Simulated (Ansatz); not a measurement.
System: C₂H₄I, charge 0, doublet. C2H4I (SMILES C[CH]I, doublet).
B3LYP-D3(BJ)/def2-TZVP minimum from Ansatz (a program for electronic structure):
```
C
H 1 1.0921
H 1 1.0929 2 108.49
H 1 1.0988 2 106.89 3 115.56
C 1 1.4805 2 111.84 4 123.05
H 5 1.0795 1 122.77 2 152.53
I 5 2.0718 6 113.92 1 -161.60
```
Charge 0, spin multiplicity 2.

Total energies in def2-SVP, 19 correlated electrons, 11 frozen orbitals. Radicals and triplets start from unrestricted determinants; spin-orbit coupling is neglected. Cores are frozen in correlated methods (noble-gas shells, and filled d and f shells in the p block). Past Kr the def2 sets carry scalar-relativistic core potentials. Spin-orbit terms, left out, reach several kcal/mol for Br and I, and more for heavier atoms.

| method | program | energy (Eh) | minus CCSDT(Q) (mEh) |
|---|---|---|---|
| HF | Ansatz | -374.61136 | 411.18 |
| MP2 | Ansatz | -374.96971 | 52.83 |
| CCSD | Ansatz | -375.00973 | 12.81 |
| CCSD(T) | Ansatz | -375.02089 | 1.65 |
| CCSDT(Q) | Ansatz | -375.02254 | 0.00 |

Rough core times of Ansatz's runs on a shared machine: CCSD(T) under 20 s, CCSDT(Q) 30 min.
